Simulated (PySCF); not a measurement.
# Computed records: CH$_{5}$GeOSi, ClGeH$_{3}$OSi, Ge$_{2}$H$_{8}$OSi, BGeH$_{5}$OSi and others

Computed with PySCF 2.14.0. Calculation on a computer-drawn molecule: optimised geometry and harmonic frequencies of an isolated molecule of the commonest isotopes, restricted reference for singlets and unrestricted otherwise, frozen core in MP2; on germanium a core potential holds 10 electrons, which the energies leave out, and 3d is frozen in MP2 and coupled-cluster steps.

Common to all runs: multiplicity 1; basis cc-pV(D+d)Z; basis and core potential on germanium cc-pVDZ-PP ECP10MDF.

```yaml
- entry: 1
  formula: CH5GeOSi
  start_structure:
    atoms_angstrom:
      - [O, -0.323, 1.9526, 2.0678]
      - [C, 0.429, 1.0869, 1.373]
      - [Si, 1.8852, 1.9192, 0.5332]
      - [Ge, -0.2687, -0.5437, 0.7155]
      - [H, -0.987, 1.4789, 2.6242]
      - [H, 2.2694, 3.2713, 0.9646]
      - [H, 2.5706, 1.0453, -0.4081]
      - [H, -1.3686, -1.2221, 1.4583]
      - [H, 0.8428, -1.5118, 0.2186]
  given:
    charge: 1
    method: HF
    drawn_bonds_atom: [1, 2, 2, 1, 3, 3, 4, 4]
    drawn_bonds_other_atom: [2, 3, 4, 5, 6, 7, 8, 9]
    drawn_bonds_order: [1, 1, 2, 1, 1, 1, 1, 1]
  results:
    optimised_atom_element: [O, C, Si, Ge, H, H, H, H, H]
    "optimised_atom_x [angstrom]": [-0.6402, 0.3084, 1.756, -0.119, -0.4343, 2.094, 2.668, -1.43, 0.8475]
    "optimised_atom_y [angstrom]": [1.828, 1.093, 1.825, -0.64, 1.883, 3.233, 0.977, -1.264, -1.459]
    "optimised_atom_z [angstrom]": [1.965, 1.291, 0.6263, 0.8322, 2.89, 0.8288, -0.1403, 1.247, 0.005918]
    "modes_frequency [cm^-1]": [123.3, 179.2, 220.4, 290.9, 410.7, 445.1, 526.7, 556.8, 649.1, 707.6, 712.4, 921.3, 994.9, 1084, 1272, 1366, 2328, 2351, 2416, 2451, 4090]
    "modes_reduced_mass [dalton]": [1.596, 3.256, 1.632, 2.13, 1.23, 1.458, 2.703, 1.345, 1.124, 1.393, 1.313, 1.047, 1.237, 3.7, 4.208, 1.401, 1.015, 1.026, 1.027, 1.059, 1.068]
    "rotational_constants [GHz]": [6.022, 2.145, 1.589]
    "total_energy [hartree]": -697.6236
    "convergence_status_largest_gradient_component [hartree/bohr]": 2.92e-05
- entry: 2
  formula: ClGeH3OSi
  start_structure:
    atoms_angstrom:
      - [O, 1.253, 1.3455, -0.2642]
      - [Si, 0.048, 0.2082, -0.6133]
      - [Cl, 1.0226, -1.8865, -0.105]
      - [Ge, 0.3965, -1.3798, -2.406]
      - [H, 1.5974, 1.3807, 0.6281]
      - [H, -0.808, 0.2241, 0.4961]
      - [H, 1.8119, -0.7266, -2.6616]
  given:
    charge: 0
    method: HF
    drawn_bonds_atom: [1, 2, 2, 1, 2, 4]
    drawn_bonds_other_atom: [2, 3, 4, 5, 6, 7]
    drawn_bonds_order: [1, 1, 1, 1, 1, 1]
  results:
    optimised_atom_element: [O, Si, Cl, Ge, H, H, H]
    "optimised_atom_x [angstrom]": [1.372, 0.3477, 1.086, 0.2031, 1.478, -0.9245, 1.759]
    "optimised_atom_y [angstrom]": [1.13, -0.1426, -1.825, -0.9454, 1.528, 0.1578, -0.7376]
    "optimised_atom_z [angstrom]": [-0.2574, -0.4316, 0.5906, -2.755, 0.5955, 0.2576, -2.926]
    "modes_frequency [cm^-1]": [61.61, 156.1, 194.5, 233.2, 324.8, 343.1, 521.1, 631.2, 815.6, 867.7, 896.4, 982.5, 2034, 2311, 4147]
    "modes_reduced_mass [dalton]": [14.76, 2.312, 1.54, 2.032, 1.894, 5.207, 14.86, 1.14, 1.044, 1.245, 2.867, 1.485, 1.021, 1.042, 1.067]
    "rotational_constants [GHz]": [3.841, 1.39, 1.087]
    "total_energy [hartree]": -1118.4978
    "convergence_status_largest_gradient_component [hartree/bohr]": 2.346e-05
- entry: 3
  formula: ClGeH3OSi
  start_structure:
    atoms_angstrom:
      - [O, 1.3722, 1.1302, -0.2574]
      - [Si, 0.3477, -0.1426, -0.4316]
      - [Cl, 1.086, -1.8248, 0.5906]
      - [Ge, 0.2031, -0.9454, -2.7547]
      - [H, 1.478, 1.5281, 0.5955]
      - [H, -0.9245, 0.1578, 0.2576]
      - [H, 1.7587, -0.7376, -2.9259]
  given:
    charge: 0
    method: MP2
    drawn_bonds_atom: [1, 2, 2, 1, 2, 4]
    drawn_bonds_other_atom: [2, 3, 4, 5, 6, 7]
    drawn_bonds_order: [1, 1, 1, 1, 1, 1]
  results:
    optimised_atom_element: [O, Si, Cl, Ge, H, H, H]
    "optimised_atom_x [angstrom]": [1.412, 0.2961, 1.037, 0.2588, 1.423, -0.8686, 1.763]
    "optimised_atom_y [angstrom]": [1.235, 0.03382, -1.903, -1.242, 1.572, 0.2337, -0.763]
    "optimised_atom_z [angstrom]": [-0.2369, -0.5159, 0.07486, -2.556, 0.6706, 0.3806, -2.743]
    "modes_frequency [cm^-1]": [81.39, 160.2, 219.3, 322.4, 351.7, 443.9, 483.5, 567.8, 735.4, 816.0, 856.5, 966.6, 1976, 2265, 3860]
    "modes_reduced_mass [dalton]": [31.1, 5.821, 4.664, 1.504, 3.013, 4.254, 1.319, 1.116, 1.082, 1.107, 3.621, 1.479, 1.021, 1.043, 1.066]
    "rotational_constants [GHz]": [3.498, 1.804, 1.293]
    "total_energy [hartree]": -1118.9911
    "convergence_status_largest_gradient_component [hartree/bohr]": 1.993e-05
- entry: 4
  formula: Ge2H8OSi
  start_structure:
    atoms_angstrom:
      - [O, 2.9029, -0.776, -1.4411]
      - [Si, 1.6478, -1.2875, -0.4455]
      - [Ge, -0.1684, 0.0674, -0.6098]
      - [Ge, 2.4581, -1.4195, 1.8237]
      - [H, 3.2708, 0.1077, -1.3743]
      - [H, 1.4298, -2.6371, -0.9375]
      - [H, -1.5042, -0.59, -0.9383]
      - [H, -0.1477, 1.1881, -1.6287]
      - [H, -0.584, 0.8736, 0.6569]
      - [H, 3.9199, -1.0438, 1.9874]
      - [H, 1.8177, -0.4344, 2.7516]
      - [H, 2.315, -2.6621, 2.5022]
  given:
    charge: 0
    method: HF
    drawn_bonds_atom: [1, 2, 2, 1, 2, 3, 3, 3, 4, 4, 4]
    drawn_bonds_other_atom: [2, 3, 4, 5, 6, 7, 8, 9, 10, 11, 12]
    drawn_bonds_order: [1, 1, 1, 1, 1, 1, 1, 1, 1, 1, 1]
  results:
    optimised_atom_element: [O, Si, Ge, Ge, H, H, H, H, H, H, H, H]
    "optimised_atom_x [angstrom]": [3.021, 1.848, -0.3054, 2.438, 3.212, 1.804, -1.378, -0.7271, -0.2599, 3.758, 2.606, 1.342]
    "optimised_atom_y [angstrom]": [-0.1829, -1.087, -0.01379, -1.52, 0.686, -2.367, -0.8424, 0.1686, 1.374, -2.295, -0.1992, -2.336]
    "optimised_atom_z [angstrom]": [-1.236, -0.4795, -0.6369, 1.817, -0.9161, -1.216, 0.08137, -2.1, 0.02099, 1.913, 2.584, 2.515]
    "modes_frequency [cm^-1]": [73.53, 77.4, 93.44, 162.6, 170.2, 232.2, 299.5, 390.3, 429.1, 514.1, 520.7, 549.3, 774.0, 817.7, 868.4, 888.8, 916.2, 936.9, 962.2, 963.8, 966.9, 971.8, 2192, 2197, 2205, 2208, 2213, 2219, 2321, 4172]
    "modes_reduced_mass [dalton]": [1.024, 6.199, 1.094, 3.207, 3.659, 1.27, 5.443, 2.537, 1.051, 1.563, 1.167, 1.257, 1.103, 1.393, 1.766, 1.057, 1.451, 1.119, 1.017, 1.02, 1.028, 1.045, 1.022, 1.022, 1.023, 1.024, 1.013, 1.013, 1.041, 1.067]
    "rotational_constants [GHz]": [3.07, 0.7871, 0.6583]
    "total_energy [hartree]": -955.2459
    "convergence_status_largest_gradient_component [hartree/bohr]": 2.061e-05
- entry: 5
  formula: BGeH5OSi
  start_structure:
    atoms_angstrom:
      - [O, -2.2158, 0.2961, 1.1196]
      - [Si, -1.5473, -1.0199, 1.8984]
      - [B, -0.8053, -2.6293, 1.3582]
      - [Ge, 1.2104, -2.4389, 1.2622]
      - [H, -2.4334, 0.3548, 0.218]
      - [H, -1.2236, -3.6386, 1.7841]
      - [H, 1.9952, -3.4567, 0.4085]
      - [H, 1.911, -2.5259, 2.5956]
      - [H, 1.6698, -1.1056, 0.754]
  given:
    charge: 0
    method: HF
    drawn_bonds_atom: [1, 2, 3, 1, 3, 4, 4, 4]
    drawn_bonds_other_atom: [2, 3, 4, 5, 6, 7, 8, 9]
    drawn_bonds_order: [1, 1, 1, 1, 1, 1, 1, 1]
  results:
    optimised_atom_element: [O, Si, B, Ge, H, H, H, H, H]
    "optimised_atom_x [angstrom]": [-2.323, -1.763, -0.7386, 1.307, -2.162, -1.281, 1.455, 2.045, 2.022]
    "optimised_atom_y [angstrom]": [-0.01712, -0.519, -2.253, -2.354, -0.4987, -3.324, -2.885, -3.318, -0.9958]
    "optimised_atom_z [angstrom]": [0.7378, 2.219, 1.774, 1.322, -0.05973, 1.871, -0.1143, 2.262, 1.386]
    "modes_frequency [cm^-1]": [46.82, 66.41, 117.9, 193.2, 402.1, 455.8, 499.3, 589.0, 655.7, 716.2, 852.4, 902.4, 907.2, 927.8, 968.0, 974.9, 2184, 2194, 2211, 2673, 4162]
    "modes_reduced_mass [dalton]": [1.322, 2.972, 5.923, 2.513, 2.823, 1.057, 1.138, 1.423, 2.861, 1.736, 2.79, 1.415, 1.214, 1.355, 1.074, 1.027, 1.022, 1.023, 1.013, 1.091, 1.068]
    "rotational_constants [GHz]": [10.48, 1.123, 1.081]
    "total_energy [hartree]": -684.7238
    "convergence_status_largest_gradient_component [hartree/bohr]": 4.492e-06
- entry: 6
  formula: AlBGeH4N
  start_structure:
    atoms_angstrom:
      - [Al, -0.7588, 0.6959, -3.5513]
      - [B, -0.7614, 1.6394, -1.5334]
      - ["N", -0.7446, 2.1255, -0.3292]
      - [Ge, -0.7828, 2.8104, 1.2042]
      - [H, -1.8015, 1.1471, -4.5534]
      - [H, 0.3977, -0.3245, -3.9234]
      - [H, -1.5522, 2.1512, 2.3385]
      - [H, -0.0288, 4.1643, 1.431]
  given:
    charge: 1
    method: HF
    drawn_bonds_atom: [1, 2, 3, 1, 1, 4, 4]
    drawn_bonds_other_atom: [2, 3, 4, 5, 6, 7, 8]
    drawn_bonds_order: [1, 1, 2, 1, 1, 1, 1]
  results:
    optimised_atom_element: [Al, B, "N", Ge, H, H, H, H]
    "optimised_atom_x [angstrom]": [-0.7283, -0.7496, -0.7624, -0.7781, -1.871, 0.4265, -1.536, -0.03367]
    "optimised_atom_y [angstrom]": [0.7149, 1.605, 2.127, 2.822, 1.202, -0.3055, 2.132, 4.112]
    "optimised_atom_z [angstrom]": [-3.547, -1.553, -0.3848, 1.171, -4.493, -3.795, 2.277, 1.407]
    "modes_frequency [cm^-1]": [63.31, 77.79, 78.18, 259.9, 264.7, 304.2, 541.0, 618.4, 670.6, 732.9, 786.9, 814.1, 940.4, 1923, 2066, 2088, 2349, 2368]
    "modes_reduced_mass [dalton]": [1.008, 5.512, 5.911, 2.898, 5.862, 11.8, 1.579, 1.21, 1.155, 1.076, 1.333, 3.569, 1.046, 11.65, 1.024, 1.066, 1.014, 1.028]
    "rotational_constants [GHz]": [67.01, 0.8366, 0.8358]
    "total_energy [hartree]": -616.5127
    "convergence_status_largest_gradient_component [hartree/bohr]": 1.302e-05
```
